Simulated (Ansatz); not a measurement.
# Molecular dynamics of ClH₅W

Input file:

```yaml
crystal:
  periodic: [false, false, false]
  atoms:
    - { symbol: W, position_ang: [0.0, 0.0, 0.509495] }
    - { symbol: Cl, position_ang: [0.0, 0.0, 2.824417] }
    - { symbol: H, position_ang: [1.440192, 0.0, -0.369203] }
    - { symbol: H, position_ang: [0.0, 1.440192, -0.369203] }
    - { symbol: H, position_ang: [-1.440192, 0.0, -0.369203] }
    - { symbol: H, position_ang: [0.0, -1.440192, -0.369203] }
    - { symbol: H, position_ang: [0.0, 0.0, -1.187101] }
basis:
  gaussian: { orbitals: def2-mTZVP }
hamiltonian:
  xc: pbe0
  dispersion: d4
md:
  timestep: 0.5
  n_steps: 100
  ensemble: nvt_langevin
  temperature: 1500.0
  initial_velocities: maxwell_boltzmann
  seed: 969045
  friction: 0.001
```

Command:

```bash
$ ansatz run input.yaml --threads 1 --pin off --max-ram 2048MiB --backend cpu --events-out ev --progress --plain --runs-dir out
```

It starts from a relaxed structure.

Output, in part (step lines, the closing report, with atoms numbered from 0):

```
md step     0: t =     0.00 fs  T =  1285.7 K  F+E_penalty+E_count = -14423.36106737 eV  E_kin = 1.163340 eV  (28 SCF iters)
[... lines left out ...]
Total energy: -14423.36694184 eV, -530.0489586033 hartree
Atom 0 at    -0.057945     0.135270     0.496399 Å, force     0.674774     1.209751     3.237742 eV/Å
Atom 1 at     0.341851    -0.411501     2.800025 Å, force    -0.184411     0.583700    -1.911921 eV/Å
Atom 2 at     0.697586     0.806615    -0.911610 Å, force     0.135216    -0.608985     0.504745 eV/Å
Atom 3 at    -0.112189     1.895245     0.346538 Å, force    -0.343171    -0.668720    -0.473498 eV/Å
Atom 4 at    -1.422937    -0.735776     0.113596 Å, force    -0.348844    -0.517780    -0.288359 eV/Å
Atom 5 at     1.503440    -0.360597     0.285054 Å, force    -0.004253    -0.554568    -0.193036 eV/Å
Atom 6 at     0.207584    -1.214461    -0.470178 Å, force     0.070689     0.556602    -0.875673 eV/Å
Dipole moment:    -0.243252     0.132136    -0.083242 e Å
```

The steps, from the saved trajectory:

| time (fs) | T (K) | potential energy less start (eV) |
| --- | --- | --- |
| 0 | 1286 | 0.000 |
| 1.5 | 1122 | 0.134 |
| 3 | 883 | 0.387 |
| 4.5 | 740 | 0.557 |
| 6 | 736 | 0.563 |
| 7.5 | 844 | 0.457 |
| 9 | 989 | 0.345 |
| 10.5 | 935 | 0.367 |
| 12 | 781 | 0.542 |
| 13.5 | 738 | 0.577 |
| 15 | 1031 | 0.336 |
| 16.5 | 1181 | 0.205 |
| 18 | 1015 | 0.339 |
| 19.5 | 770 | 0.550 |
| 21 | 676 | 0.662 |
| 22.5 | 715 | 0.633 |
| 24 | 877 | 0.513 |
| 25.5 | 1033 | 0.405 |
| 27 | 962 | 0.447 |
| 28.5 | 798 | 0.636 |
| 30 | 751 | 0.655 |
| 31.5 | 1086 | 0.355 |
| 33 | 1267 | 0.164 |
| 34.5 | 1162 | 0.239 |
| 36 | 1045 | 0.384 |
| 37.5 | 1058 | 0.405 |
| 39 | 1200 | 0.258 |
| 40.5 | 1495 | 0.012 |
| 42 | 1774 | -0.221 |
| 43.5 | 1832 | -0.286 |
| 45 | 1673 | -0.161 |
| 46.5 | 1628 | -0.099 |
| 48 | 1697 | -0.177 |
| 49.5 | 1656 | -0.096 |

The run went to its last step. The mean temperature of the second half is 13 % below the set value. A run of 0.05 ps of so small a system gives no equilibrium averages.

The same pairs are bonded in the first frame and the last. Pairs count as bonded within 1.25 times the sum of covalent radii (0.12 Å more for H–H).

Last frame:

```xyz
7
Properties=species:S:1:pos:R:3
W -0.058 0.135 0.496
Cl 0.342 -0.411 2.800
H 0.698 0.807 -0.912
H -0.112 1.895 0.346
H -1.423 -0.736 0.114
H 1.503 -0.361 0.285
H 0.208 -1.214 -0.470
```

Run time: 5.6 min on 1 thread of Arm Neoverse V1 (shared host), peak memory 0.14 GiB.
